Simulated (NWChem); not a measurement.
Molecule: CH4O4Si; SMILES O=C[Si](O)(O)O

```xyz
10

O      0.0097    -2.3147     0.0938
C      0.5666    -1.3420     0.5847
Si     0.0060     0.3915    -0.0172
O      1.3560     1.0659    -0.6741
O     -1.2315     0.0383    -1.0511
O     -0.5583     1.4076     1.1601
H      1.3676    -1.4992     1.3427
H      1.3209     2.0106    -0.8824
H     -1.2579    -0.9213    -1.2182
H     -1.5215     1.4048     1.2602
```
Atoms are numbered in this order, from 1.

Results from NWChem. Medium grid unless said otherwise, to which SCAN and Minnesota functionals are sensitive. All runs use the structure optimised with B3LYP/6-31G* (spherical d).

**Question.** Order these by “highest occupied level (eV)”, lowest first: PBE/def2-SVP; B97-2/def2-SVP; MPW1K/def2-SVP; M06-L/def2-SVP.

**Answer.** MPW1K/def2-SVP (-8.43), B97-2/def2-SVP (-6.94), M06-L/def2-SVP (-5.97), PBE/def2-SVP (-5.54)
